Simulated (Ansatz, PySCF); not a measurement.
Dissociation curve of SB (cation, charge +1), lowest triplet found (which spin is the ground state isn't settled by this scan).

UHF/STO-3G = unrestricted Hartree-Fock/STO-3G in PySCF; FCI = full CI/cc-pVDZ, frozen core run with Ansatz (a first-principles code).

Energies relative to the lowest point of each curve between 1.46 and 2.15 Å, where full CI is lowest, in eV:

```csv
R / Å,UHF/STO-3G
1.35,4.140
1.46,1.567
1.57,0.358
1.64,0.052
1.73,0.000
1.81,0.158
1.86,0.310
1.91,0.647
1.98,0.601
2.03,0.584
2.15,0.620
```

Problem. Estimate the FCI values at these points.

Solution. 1.35: 4.282; 1.46: 1.781; 1.57: 0.536; 1.64: 0.164; 1.73: 0.000; 1.81: 0.049; 1.86: 0.141; 1.91: 0.262; 1.98: 0.463; 2.03: 0.618; 2.15: 0.990 (eV).

The scan ran from 1.35 to 6.42 Å; beyond the distances shown full CI changes its symmetry label. The unrestricted determinant behind UHF/STO-3G is spin-contaminated at 1.91 to 2.15 Å (<S²> up to 2.5, against 2.00 for a pure triplet).
